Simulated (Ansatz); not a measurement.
CClFInN, SMILES `N#[C][In]([F])[Cl]` at its PBE0-D4/def2-TZVP geometry, where that method's forces vanish. Charge 0, multiplicity 1. In takes the def2 core potential.

```xyz
5

N    -1.5384    1.0331   -1.8517
C    -0.8454    0.5687   -1.0569
In    0.3837   -0.2562    0.4071
F     1.9417   -1.2334   -0.1575
Cl    0.0584   -0.1121    2.6590
```

(1) What forces (eV/Å) does PBE-D4/def2-TZVPP give on these atoms in the Gaussian-basis code of Ansatz? (An estimate is asked.)

Answers

(1) Ansatz gave: 
```
N1  -0.941  0.631 -1.085
C2   0.813 -0.545  0.934
In3 -0.296  0.190 -0.027
F4   0.468 -0.294 -0.162
Cl5 -0.043  0.018  0.340
```
